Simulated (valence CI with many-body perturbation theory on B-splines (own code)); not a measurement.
E1 line list for Ti XVIII

Calculated by relativistic CI+MBPT: three valence electrons over a frozen Dirac-Fock core [He], radial functions for each j: 11 s, 11 p, 10 d, 8 f, 5 g, 2 h, with the one-electron correlation potential Σ1 (screened to all orders), the two-electron term Σ2, the three-electron term Σ3, Breit, model QED; selected single and double excitations, second order for the rest, scaled by the run's own slope (own B-spline code, finite nucleus).

No measured levels were compared; by estimate levels of excited configurations hold to 0.05 to 0.15 % of their energy, terms of the ground configuration to about 0.5 %.

Lines 51 to 100 of 572 in falling wavelength, among levels below 74.760 Ry, chosen from the strongest by gf and those to the six lowest levels. Wavelengths and rates use the calculated energies, so an error of 500 cm⁻¹ moves a line at 1430 Å by 0.71 % and its rate by three times that or more. Electric multipoles are in the length gauge, E1 and E2 with the static RPA response of the core. Weak lines are less certain than strong ones. Lines between different terms over intervals too small for the method are left out, as are lines whose strength nearly cancels. Where a level lies close to another of its J and parity, the split of strength between their lines is uncertain.

Names give the largest LS component (configuration and term), which can be under half, so a name can repeat, a term be missing and a line seem to break the LS rules; names also repeat where a configuration has a term twice. Letters in brackets count levels of one name in rising energy.

| λ vac (Å) | Upper | Lower | A (s⁻¹) | S (a.u.) with core polarisation | S without |
| --- | --- | --- | --- | --- | --- |
| 1430 | 2s 2p 4p 4P_1/2 | 2s 2p 4s 4P°_3/2 | 2.91e+08 | 8.39e-01 | 8.39e-01 |
| 1365 | 2s 2p 4p 2S_1/2 [a] | 2s 2p 4s 2P°_3/2 [a] | 3.85e+08 | 9.66e-01 | 9.66e-01 |
| 922.5 | 2s 2p 3d 4D°_7/2 | 2s 2p 3p 4P_5/2 | 1.72e+08 | 5.34e-01 | 5.34e-01 |
| 916.5 | 2p2 3d 4F_9/2 | 2p2 3p 4D°_7/2 | 3.35e+08 | 1.27e+00 | 1.27e+00 |
| 880.9 | 2p2 3d 4F_7/2 | 2p2 3p 4D°_5/2 | 3.64e+08 | 9.82e-01 | 9.83e-01 |
| 879.5 | 2p2 3d 2G_9/2 | 2p2 3p 2F°_7/2 | 4.25e+08 | 1.43e+00 | 1.43e+00 |
| 871.1 | 2s 2p 3d 4F°_9/2 | 2s 2p 3p 4D_7/2 | 3.43e+08 | 1.12e+00 | 1.12e+00 |
| 869.8 | 2p2 3p 2F°_5/2 | 2p2 3s 2D_3/2 | 4.09e+08 | 7.97e-01 | 7.97e-01 |
| 864.8 | 2p2 3d 2G_7/2 | 2p2 3p 2F°_5/2 | 4.21e+08 | 1.08e+00 | 1.08e+00 |
| 854.6 | 2p2 3p 2D°_5/2 [a] | 2p2 3s 2P_3/2 | 2.30e+08 | 4.25e-01 | 4.25e-01 |
| 847.9 | 2p2 3d 4F_5/2 | 2p2 3p 4D°_3/2 | 3.78e+08 | 6.82e-01 | 6.83e-01 |
| 843.3 | 2p2 3d 2D_5/2 [d] | 2p2 3p 2P°_3/2 [c] | 4.59e+08 | 8.15e-01 | 8.16e-01 |
| 839.1 | 2s 2p 3d 4F°_7/2 | 2s 2p 3p 4D_5/2 | 3.59e+08 | 8.38e-01 | 8.38e-01 |
| 836.4 | 2p2 3d 2F_5/2 [b] | 2p2 3p 2D°_3/2 [a] | 3.40e+08 | 5.88e-01 | 5.89e-01 |
| 834.5 | 2p2 3d 2F_7/2 [a] | 2p2 3p 2D°_5/2 [a] | 3.70e+08 | 8.49e-01 | 8.49e-01 |
| 821.3 | 2p2 3d 4D_7/2 | 2p2 3p 4P°_5/2 | 3.46e+08 | 7.56e-01 | 7.57e-01 |
| 818.3 | 2s 2p 3d 2F°_7/2 [b] | 2s 2p 3p 2D_5/2 [b] | 3.48e+08 | 7.53e-01 | 7.52e-01 |
| 816.8 | 2p2 3d 2F_7/2 [b] | 2p2 3p 2D°_5/2 [b] | 3.78e+08 | 8.13e-01 | 8.13e-01 |
| 813.2 | 2p2 3d 2F_5/2 [a] | 2p2 3p 4P°_3/2 | 3.30e+08 | 5.25e-01 | 5.25e-01 |
| 787.9 | 2p2 3p 4P°_5/2 | 2p2 3s 4P_5/2 | 4.08e+08 | 5.90e-01 | 5.91e-01 |
| 777.5 | 2s 2p 3d 4F°_5/2 | 2s 2p 3p 4D_3/2 | 3.37e+08 | 4.68e-01 | 4.69e-01 |
| 760.3 | 2p2 3d 2D_3/2 [c] | 2p2 3p 2P°_1/2 [c] | 5.22e+08 | 4.53e-01 | 4.53e-01 |
| 756.8 | 2s 2p 3d 2F°_5/2 [b] | 2s 2p 3p 2D_3/2 [b] | 3.01e+08 | 3.86e-01 | 3.86e-01 |
| 756.1 | 2p2 3p 4D°_7/2 | 2p2 3s 4P_5/2 | 7.23e+08 | 1.23e+00 | 1.24e+00 |
| 753.4 | 2p2 3p 4D°_3/2 | 2p2 3s 4P_1/2 | 4.94e+08 | 4.17e-01 | 4.17e-01 |
| 751.8 | 2p2 3p 4D°_5/2 | 2p2 3s 4P_3/2 | 6.55e+08 | 8.24e-01 | 8.25e-01 |
| 751.3 | 2p2 3p 2F°_7/2 | 2p2 3s 2D_5/2 | 7.98e+08 | 1.34e+00 | 1.34e+00 |
| 730.1 | 2s 2p 3d 2D°_5/2 [b] | 2s 2p 3p 2P_3/2 [b] | 3.40e+08 | 3.92e-01 | 3.92e-01 |
| 717.9 | 2s2 3d 2D_5/2 | 2s2 3p 2P°_3/2 | 5.45e+08 | 5.97e-01 | 5.97e-01 |
| 712.8 | 2s 2p 3d 4P°_5/2 [a] | 2s 2p 3p 2P_3/2 [a] | 3.57e+08 | 3.83e-01 | 3.83e-01 |
| 684.8 | 2s 2p 3p 2D_5/2 [a] | 2s 2p 3s 2P°_3/2 [a] | 7.09e+08 | 6.74e-01 | 6.75e-01 |
| 673.7 | 2s 2p 3p 4D_7/2 | 2s 2p 3s 4P°_5/2 | 8.92e+08 | 1.08e+00 | 1.08e+00 |
| 665.8 | 2p2 3p 2P°_3/2 [c] | 2p2 3s 2S_1/2 | 7.29e+08 | 4.25e-01 | 4.25e-01 |
| 664.9 | 2s2 3d 2D_3/2 | 2s2 3p 2P°_1/2 | 5.62e+08 | 3.26e-01 | 3.26e-01 |
| 658.4 | 2s 2p 3p 2D_5/2 [b] | 2s 2p 3d 4D°_3/2 | 3.36e+08 | 2.84e-01 | 2.84e-01 |
| 656.4 | 2s 2p 3p 4D_5/2 | 2s 2p 3s 4P°_3/2 | 8.32e+08 | 6.96e-01 | 6.97e-01 |
| 652.7 | 2s 2p 3p 2D_5/2 [b] | 2s 2p 3s 2P°_3/2 [b] | 4.05e+08 | 3.34e-01 | 3.34e-01 |
| 638.0 | 2p2 3d 2D_5/2 [a] | 2p2 3p 4S°_3/2 | 3.71e+08 | 2.85e-01 | 2.85e-01 |
| 637.9 | 2p2 3d 4P_5/2 | 2p2 3p 4P°_5/2 | 4.21e+08 | 3.23e-01 | 3.23e-01 |
| 627.9 | 2s 2p 3p 2P_3/2 [b] | 2s 2p 3s 2P°_1/2 [b] | 5.92e+08 | 2.89e-01 | 2.89e-01 |
| 626.0 | 2s 2p 3d 2F°_5/2 [a] | 2s 2p 3p 2D_3/2 [a] | 4.99e+08 | 3.63e-01 | 3.63e-01 |
| 621.7 | 2s 2p 3d 2F°_7/2 [a] | 2s 2p 3p 2D_5/2 [a] | 8.85e+08 | 8.40e-01 | 8.40e-01 |
| 620.7 | 2p2 3p 2D°_3/2 [b] | 2p2 3s 2D_5/2 | 5.85e+08 | 2.76e-01 | 2.76e-01 |
| 619.3 | 2s2 3p 2P°_3/2 | 2s2 3s 2S_1/2 | 1.03e+09 | 4.83e-01 | 4.83e-01 |
| 611.7 | 2p2 3d 2D_5/2 [a] | 2p2 3p 2P°_3/2 [a] | 4.34e+08 | 2.94e-01 | 2.94e-01 |
| 599.5 | 2p2 3p 2D°_5/2 [b] | 2p2 3s 2D_5/2 | 1.02e+09 | 6.48e-01 | 6.48e-01 |
| 584.8 | 2s 2p 3p 4P_3/2 | 2s 2p 3s 4P°_5/2 | 7.21e+08 | 2.85e-01 | 2.85e-01 |
| 552.2 | 2s 2p 3p 4P_5/2 | 2s 2p 3s 4P°_5/2 | 1.27e+09 | 6.35e-01 | 6.36e-01 |
| 546.4 | 2p2 3p 4S°_3/2 | 2p2 3s 4P_5/2 | 8.30e+08 | 2.67e-01 | 2.67e-01 |
| 544.3 | 2s 2p 3p 4S_3/2 | 2s 2p 3s 4P°_3/2 | 7.28e+08 | 2.32e-01 | 2.32e-01 |
